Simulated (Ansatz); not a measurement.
Harmonic vibrations of the cluster Cu₃H₃⁺ by finite differences.

```yaml
crystal:
  periodic: [false, false, false]
  atoms:
    - {symbol: Cu, position_ang: [1.253992, 0.066760, -0.041667]}
    - {symbol: Cu, position_ang: [-0.805653, 1.075502, -0.567260]}
    - {symbol: Cu, position_ang: [-0.634239, -1.141611, 0.602808]}
    - {symbol: H, position_ang: [0.846857, 1.439601, -0.763662]}
    - {symbol: H, position_ang: [1.057007, -1.347013, 0.706549]}
    - {symbol: H, position_ang: [-1.717964, -0.093240, 0.063232]}
basis:
  gaussian: {orbitals: def2-SVP}
total_charge: 1
magnetization: {spin_polarized: true, initial_magnetization: 1}
hamiltonian: {xc: r2scan, dispersion: d4}
scf: {omitted_lower_state_checks: [starts]}
phonons: {temperatures: {t_min: 298.15, t_max: 900, t_step: 200}}
```

```sh
$ ansatz run in.yaml --threads 4 --pin off --events-out ev --progress --plain --max-ram 3916MiB
```

Shortened log:

```
Functional definition: r2SCAN
mean field -133944.44335183 eV, -4922.3675023751 hartree, gradient 1.2e-5 eV, S^2 0.753380; 0 other end points of the search recorded, 0 dependent functions left out
mean field -133944.44334601 eV, -4922.3675021612 hartree, gradient 9.9e-7 eV, S^2 0.753378; 0 other end points of the search recorded, 0 dependent functions left out
mean field -133944.44329935 eV, -4922.3675004466 hartree, gradient 2.9e-6 eV, S^2 0.753382; 0 other end points of the search recorded, 0 dependent functions left out
mean field -133944.44330231 eV, -4922.3675005552 hartree, gradient 2.7e-6 eV, S^2 0.753380; 0 other end points of the search recorded, 0 dependent functions left out
mean field -133944.44332647 eV, -4922.3675014433 hartree, gradient 2.8e-6 eV, S^2 0.753380; 0 other end points of the search recorded, 0 dependent functions left out
mean field -133944.44334726 eV, -4922.3675022073 hartree, gradient 1.4e-6 eV, S^2 0.753380; 0 other end points of the search recorded, 0 dependent functions left out
mean field -133944.44332904 eV, -4922.3675015376 hartree, gradient 1.4e-6 eV, S^2 0.753380; 0 other end points of the search recorded, 0 dependent functions left out
mean field -133944.44332606 eV, -4922.3675014283 hartree, gradient 1.4e-6 eV, S^2 0.753382; 0 other end points of the search recorded, 0 dependent functions left out
mean field -133944.44331846 eV, -4922.3675011489 hartree, gradient 1.2e-6 eV, S^2 0.753378; 0 other end points of the search recorded, 0 dependent functions left out
mean field -133944.44332221 eV, -4922.3675012866 hartree, gradient 1.7e-6 eV, S^2 0.753379; 0 other end points of the search recorded, 0 dependent functions left out
mean field -133944.44335002 eV, -4922.3675023085 hartree, gradient 1.7e-6 eV, S^2 0.753381; 0 other end points of the search recorded, 0 dependent functions left out
mean field -133944.44335775 eV, -4922.3675025928 hartree, gradient 1.7e-6 eV, S^2 0.753381; 0 other end points of the search recorded, 0 dependent functions left out
mean field -133944.44333606 eV, -4922.3675017956 hartree, gradient 1.8e-6 eV, S^2 0.753380; 0 other end points of the search recorded, 0 dependent functions left out
mean field -133944.44333608 eV, -4922.3675017962 hartree, gradient 1.5e-6 eV, S^2 0.753383; 0 other end points of the search recorded, 0 dependent functions left out
mean field -133944.44330424 eV, -4922.3675006264 hartree, gradient 1.1e-6 eV, S^2 0.753378; 0 other end points of the search recorded, 0 dependent functions left out
mean field -133944.44333091 eV, -4922.3675016063 hartree, gradient 1.8e-6 eV, S^2 0.753382; 0 other end points of the search recorded, 0 dependent functions left out
mean field -133944.44334260 eV, -4922.3675020359 hartree, gradient 1.8e-6 eV, S^2 0.753378; 0 other end points of the search recorded, 0 dependent functions left out
mean field -133944.44335427 eV, -4922.3675024648 hartree, gradient 2.0e-6 eV, S^2 0.753379; 0 other end points of the search recorded, 0 dependent functions left out
mean field -133944.44333966 eV, -4922.3675019278 hartree, gradient 1.9e-6 eV, S^2 0.753381; 0 other end points of the search recorded, 0 dependent functions left out
mean field -133944.44331629 eV, -4922.3675010690 hartree, gradient 2.8e-6 eV, S^2 0.753382; 0 other end points of the search recorded, 0 dependent functions left out
mean field -133944.44335880 eV, -4922.3675026313 hartree, gradient 9.4e-7 eV, S^2 0.753378; 0 other end points of the search recorded, 0 dependent functions left out
mean field -133944.44333768 eV, -4922.3675018553 hartree, gradient 9.2e-7 eV, S^2 0.753382; 0 other end points of the search recorded, 0 dependent functions left out
mean field -133944.44332989 eV, -4922.3675015690 hartree, gradient 3.0e-6 eV, S^2 0.753378; 0 other end points of the search recorded, 0 dependent functions left out
mean field -133944.44334085 eV, -4922.3675019718 hartree, gradient 1.4e-6 eV, S^2 0.753379; 0 other end points of the search recorded, 0 dependent functions left out
mean field -133944.44335011 eV, -4922.3675023119 hartree, gradient 1.5e-6 eV, S^2 0.753381; 0 other end points of the search recorded, 0 dependent functions left out
mean field -133944.44332454 eV, -4922.3675013723 hartree, gradient 1.8e-6 eV, S^2 0.753383; 0 other end points of the search recorded, 0 dependent functions left out
mean field -133944.44334978 eV, -4922.3675022999 hartree, gradient 1.8e-6 eV, S^2 0.753378; 0 other end points of the search recorded, 0 dependent functions left out
mean field -133944.44334146 eV, -4922.3675019941 hartree, gradient 2.6e-6 eV, S^2 0.753378; 0 other end points of the search recorded, 0 dependent functions left out
mean field -133944.44332742 eV, -4922.3675014779 hartree, gradient 2.3e-6 eV, S^2 0.753383; 0 other end points of the search recorded, 0 dependent functions left out
mean field -133944.44333849 eV, -4922.3675018850 hartree, gradient 1.3e-6 eV, S^2 0.753381; 0 other end points of the search recorded, 0 dependent functions left out
mean field -133944.44335260 eV, -4922.3675024034 hartree, gradient 1.2e-6 eV, S^2 0.753379; 0 other end points of the search recorded, 0 dependent functions left out
mean field -133944.44332363 eV, -4922.3675013388 hartree, gradient 2.9e-6 eV, S^2 0.753373; 0 other end points of the search recorded, 0 dependent functions left out
mean field -133944.44334192 eV, -4922.3675020110 hartree, gradient 2.6e-6 eV, S^2 0.753388; 0 other end points of the search recorded, 0 dependent functions left out
mean field -133944.44335784 eV, -4922.3675025962 hartree, gradient 1.4e-6 eV, S^2 0.753380; 0 other end points of the search recorded, 0 dependent functions left out
mean field -133944.44331603 eV, -4922.3675010595 hartree, gradient 1.0e-6 eV, S^2 0.753381; 0 other end points of the search recorded, 0 dependent functions left out
mean field -133944.44333167 eV, -4922.3675016345 hartree, gradient 2.9e-6 eV, S^2 0.753380; 0 other end points of the search recorded, 0 dependent functions left out
mean field -133944.44336284 eV, -4922.3675027798 hartree, gradient 2.8e-6 eV, S^2 0.753380; 0 other end points of the search recorded, 0 dependent functions left out
Total energy: -133944.47093480 eV, -4922.3685160305 hartree
Atom 0 at     1.253992     0.066760    -0.041667 Å, force     0.010323    -0.004689     0.003533 eV/Å
Atom 1 at    -0.805653     1.075502    -0.567260 Å, force     0.000618    -0.004750     0.003934 eV/Å
Atom 2 at    -0.634239    -1.141611     0.602808 Å, force     0.005509    -0.003274     0.003427 eV/Å
Atom 3 at     0.846857     1.439601    -0.763662 Å, force    -0.008315     0.001424    -0.001791 eV/Å
Atom 4 at     1.057007    -1.347013     0.706549 Å, force    -0.004869     0.002927    -0.002871 eV/Å
Atom 5 at    -1.717964    -0.093240     0.063232 Å, force    -0.003266     0.008362    -0.006232 eV/Å
Dipole moment:    -0.230570     0.009785    -0.006750 e Å
Vibrations: 50.97 155.41 216.45 251.62 253.41 527.18 1045.66 1135.33 1205.98 1292.85 1393.58 1512.49 cm⁻¹, zero-point energy 0.560467 eV
Checks for a lower state left out: starts
```

It took 100 s on 4 threads of Arm Neoverse V2 on a shared host.

No other spin state of charge 1 was run. The structure comes from a short search, and lower isomers may exist.
